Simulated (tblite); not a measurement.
Compound: C₄H₅BF₄.
Atom-mapped SMILES: `[CH2:1]=[C:2]([F:3])[BH:4][CH2:5][C:6]([F:7])([F:8])[F:9]` (hydrogens: H10, H11 on C1; H12 on B4; H13, H14 on C5)

Computed with GFN2-xTB (tblite), gas phase: L-BFGS steps from a force-field or distance-geometry start until the largest atomic force falls under 0.01 eV/Å.

Step 18: E = -850.4091 eV
```
atom  x, y, z in Å  |  force x, y, z in eV/Å
C1      2.8511    0.4330   -0.0883    0.007   0.017   0.004
C2      1.5515    0.7328   -0.1496   -0.037   0.026   0.000
F3      1.2451    2.0366   -0.4130   -0.003  -0.004  -0.009
B4      0.3733   -0.2464    0.0467   -0.035  -0.012   0.004
C5     -1.1153    0.2820   -0.0612    0.012  -0.041   0.013
C6     -2.1527   -0.7946    0.1581   -0.007   0.023  -0.015
F7     -3.4139   -0.3362    0.0598   -0.018   0.063  -0.004
F8     -2.0622   -1.3595    1.3737    0.016  -0.026  -0.016
F9     -2.0565   -1.7908   -0.7386    0.018  -0.029   0.026
H10     3.6131    1.1787   -0.2417    0.012   0.039  -0.003
H11     3.1762   -0.5680    0.1208   -0.045  -0.026  -0.007
H12     0.6062   -1.3654    0.2739    0.009  -0.023   0.004
H13    -1.3059    1.0737    0.6712    0.028  -0.017  -0.056
H14    -1.3107    0.7239   -1.0441    0.043   0.010   0.058
```

Step 19: E = -850.4098 eV
```
atom  x, y, z in Å  |  force x, y, z in eV/Å
C1      2.8529    0.4346   -0.0891   -0.012   0.020   0.009
C2      1.5518    0.7306   -0.1490   -0.032   0.010   0.003
F3      1.2434    2.0343   -0.4124   -0.008  -0.012  -0.007
B4      0.3731   -0.2498    0.0478    0.011  -0.016   0.001
C5     -1.1140    0.2795   -0.0609    0.027  -0.032   0.011
C6     -2.1535   -0.7939    0.1578   -0.025   0.012  -0.009
F7     -3.4129   -0.3308    0.0593   -0.029   0.061  -0.009
F8     -2.0667   -1.3592    1.3739    0.025  -0.024  -0.024
F9     -2.0606   -1.7906   -0.7388    0.019  -0.025   0.031
H10     3.6097    1.1870   -0.2435    0.000  -0.007   0.004
H11     3.1801   -0.5666    0.1209   -0.040   0.017  -0.018
H12     0.6043   -1.3699    0.2746    0.014  -0.009   0.003
H13    -1.3021    1.0716    0.6708    0.018  -0.005  -0.043
H14    -1.3063    0.7227   -1.0435    0.034   0.010   0.048
```

Step 20: E = -850.4103 eV
```
atom  x, y, z in Å  |  force x, y, z in eV/Å
C1      2.8538    0.4363   -0.0895   -0.030   0.019   0.011
C2      1.5516    0.7294   -0.1485   -0.018  -0.005   0.004
F3      1.2422    2.0328   -0.4123   -0.018  -0.012  -0.006
B4      0.3730   -0.2526    0.0486    0.049  -0.020   0.001
C5     -1.1126    0.2769   -0.0605    0.032  -0.018   0.007
C6     -2.1545   -0.7933    0.1575   -0.031  -0.003   0.000
F7     -3.4124   -0.3256    0.0589   -0.022   0.047  -0.012
F8     -2.0695   -1.3596    1.3734    0.021  -0.016  -0.025
F9     -2.0630   -1.7910   -0.7383    0.008  -0.015   0.027
H10     3.6073    1.1931   -0.2447   -0.012  -0.044   0.011
H11     3.1813   -0.5657    0.1206   -0.033   0.049  -0.024
H12     0.6031   -1.3732    0.2752    0.019   0.000   0.002
H13    -1.2989    1.0700    0.6696    0.010   0.009  -0.018
H14    -1.3021    0.7221   -1.0420    0.024   0.009   0.024
```

Q: Estimate the geometry and energy of step 21. (The exact step hangs on the optimiser's Hessian estimate; all steps are aligned on step 20, rigid shifts and turns removed.)

A: E = -850.4108 eV, largest force 0.067 eV/Å
```
atom  x, y, z in Å  |  force x, y, z in eV/Å
C1      2.8541    0.4382   -0.0896   -0.038   0.015   0.010
C2      1.5510    0.7282   -0.1480   -0.003  -0.012   0.003
F3      1.2404    2.0310   -0.4123   -0.032  -0.004  -0.006
B4      0.3737   -0.2557    0.0494    0.062  -0.021   0.001
C5     -1.1107    0.2741   -0.0599    0.026  -0.001   0.002
C6     -2.1560   -0.7926    0.1571   -0.022  -0.013   0.006
F7     -3.4124   -0.3199    0.0582   -0.001   0.024  -0.013
F8     -2.0717   -1.3603    1.3725    0.007  -0.005  -0.017
F9     -2.0653   -1.7918   -0.7372   -0.010  -0.003   0.016
H10     3.6051    1.1980   -0.2456   -0.017  -0.062   0.015
H11     3.1820   -0.5638    0.1198   -0.022   0.059  -0.024
H12     0.6026   -1.3765    0.2758    0.026   0.001   0.002
H13    -1.2956    1.0687    0.6678    0.006   0.018   0.009
H14    -1.2978    0.7219   -1.0400    0.017   0.005  -0.004
```

The energy changes by -0.0005 eV. The first-order estimate −F·Δx gives -0.0007 eV and the mean of the old and new forces, exact on a quadratic surface, -0.0005 eV. The step makes an angle of 67° with the force vector and moves no atom by more than 0.006 Å.

What follows is the cost of the whole relaxation. Time: 0.19 s of wall time. Hardware: Arm Neoverse V1, one thread, no GPU, shared host.
